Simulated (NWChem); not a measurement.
System: C2H6GeO; SMILES O=[C](C)[GeH3]

Input file for NWChem:

```
start job
memory heap 200 mb stack 900 mb global 1100 mb
geometry units angstroms noautoz
  C     -1.109496     1.830826     0.180264
  C      0.060525     0.993012    -0.257734
  O      1.061091     1.464618    -0.735802
  Ge    -0.012017    -1.011347    -0.051644
  H     -1.312086     1.660987     1.250551
  H     -2.016895     1.520335    -0.363472
  H     -0.904328     2.895270    -0.002155
  H      0.164062    -1.629070    -1.447217
  H      1.165449    -1.429948     0.841990
  H     -1.335301    -1.501577     0.570008
end
basis spherical
  C library 6-31g*
  O library 6-31g*
  Ge library 6-31g*
  H library 6-31g*
end
dft
  xc b3lyp
  iterations 150
  mulliken
end
task dft energy
```

Output (shortened):

```
             Northwest Computational Chemistry Package (NWChem) 7.3.0
             --------------------------------------------------------

 CS  symmetry detected

                             Geometry "geometry" -> ""
                             -------------------------

 Output coordinates in angstroms (scale by  1.889725989 to convert to a.u.)

  No.       Tag          Charge          X              Y              Z
 ---- ---------------- ---------- -------------- -------------- --------------
    1 C                    6.0000    -1.09606365     1.87671603     0.00000000
    2 C                    6.0000     0.14973990     1.03368745     0.00000000
    3 O                    8.0000     1.25897536     1.50452738     0.00000000
    4 Ge                  32.0000    -0.00333241    -0.97672527     0.00000000
    5 H                    1.0000    -1.71053080     1.63704493     0.88340378
    6 H                    1.0000    -1.71053080     1.63704493    -0.88340378
    7 H                    1.0000    -0.83285261     2.94401709     0.00000000
    8 H                    1.0000     0.71625328    -1.49796877    -1.25328487
    9 H                    1.0000     0.71625328    -1.49796877     1.25328487
   10 H                    1.0000    -1.46581562    -1.46560061     0.00000000

 Effective nuclear repulsion energy (a.u.)     253.9650371066

      Symmetry information
      --------------------

 Group name             Cs
 Group number              2
 Group order               2
 No. of unique centers     8

                                 NWChem DFT Module
                                 -----------------

 Summary of "ao basis" -> "ao basis" (spherical)
 ------------------------------------------------------------------------------
       Tag                 Description            Shells   Functions and Types
 ---------------- ------------------------------  ------  ---------------------
 C                           6-31g*                  6       14   3s2p1d
 O                           6-31g*                  6       14   3s2p1d
 Ge                          6-31g*                 12       32   5s4p3d
 H                           6-31g*                  2        2   2s

      Symmetry analysis of basis
      --------------------------

        a'         60
        a"         26

            General Information
            -------------------
          SCF calculation type: DFT
          Wavefunction type:  closed shell.
          No. of atoms     :    10
          No. of electrons :    58
           Alpha electrons :    29
            Beta electrons :    29
          Charge           :     0
          Spin multiplicity:     1
          Use of symmetry is: on ; symmetry adaption is: on
          Maximum number of iterations: 150
          AO basis - number of functions:    86
                     number of shells:    42
          Convergence on energy requested:  1.00D-06
          Convergence on density requested:  1.00D-05
          Convergence on gradient requested:  5.00D-04

              XC Information
              --------------
                         B3LYP Method XC Potential
                     Hartree-Fock (Exact) Exchange  0.200
                        Slater Exchange Functional  0.800 local
                    Becke 1988 Exchange Functional  0.720 non-local
              Lee-Yang-Parr Correlation Functional  0.810
                  VWN I RPA Correlation Functional  0.190 local

             Grid Information
             ----------------
          Grid used for XC integration:  medium
          Radial quadrature: Mura-Knowles
          Angular quadrature: Lebedev.
          Tag              B.-S. Rad. Rad. Pts. Rad. Cut. Ang. Pts.
          ---              ---------- --------- --------- ---------
          C                   0.70       49          10.0       434
          O                   0.60       49          10.0       434
          Ge                  1.25      112          10.0       590
          H                   0.35       45          12.0       434
          Grid pruning is: on
          Number of quadrature shells:   439
          Spatial weights used:  Erf1

      Superposition of Atomic Density Guess
      -------------------------------------

 Sum of atomic energies:       -2228.08569224

      Non-variational initial energy
      ------------------------------

 Total energy =   -2229.897697
 1-e energy   =   -3606.583978
 2-e energy   =    1122.721244
 HOMO         =      -0.264741
 LUMO         =      -0.017914

      Symmetry analysis of molecular orbitals - initial
      -------------------------------------------------

  Numbering of irreducible representations:

     1 a'          2 a"

  Orbital symmetries:

     1 a'          2 a'          3 a'          4 a"          5 a'
     6 a'          7 a'          8 a'          9 a'         10 a"
    11 a'         12 a'         13 a'         14 a'         15 a"
    16 a'         17 a"         18 a'         19 a'         20 a'
    21 a'         22 a'         23 a"         24 a'         25 a"
    26 a'         27 a"         28 a'         29 a'         30 a"
    31 a'         32 a'         33 a"         34 a'         35 a'
    36 a'         37 a'         38 a"         39 a'

     ---------------------------------------------
      Total Density - Mulliken Population Analysis
     ---------------------------------------------

[...]
```

Level: B3LYP/6-31G* (spherical d). All runs use the structure optimised with PBE0/def2-SVP. B3LYP is NWChem's, with the RPA form of VWN correlation.
